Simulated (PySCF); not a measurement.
Ca: electron affinity

Ca⁻ [Ar] 3d1 4s2 (2D) → Ca [Ar] 4s2 (1S), as a difference of total energies. Calculation: PySCF 2.14, in aug-cc-pVTZ-X2C (7s6p4d2f, 59 functions); the spin-free X2C one-electron Hamiltonian (Gaussian nucleus). Correlated levels: valence: [Ar] frozen. The calculations carry no spin-orbit coupling.

| method | electron affinity (eV) |
| --- | --- |
| UHF | -1.275 |
| MP2 (valence) | -1.175 |
| SCS-MP2 (valence) | -1.188 |
| CCSD (valence) | -1.082 |
| CCSD(T) (valence) | -1.029 |
| CCSDT (valence) | -0.975 |

The configuration of this anion was assumed by filling the next shell in order. It is not the known or likely ground configuration (Ca⁻, Sr⁻ and Ba⁻, for instance, bind a p electron), so these values are not the electron affinity of the element.

A negative affinity means that the anion lies above the atom at that level of theory.

The coupled-cluster amplitudes are large for Ca⁻ (T1 above 0.03 or a double amplitude above 0.15), so a single reference is strained.
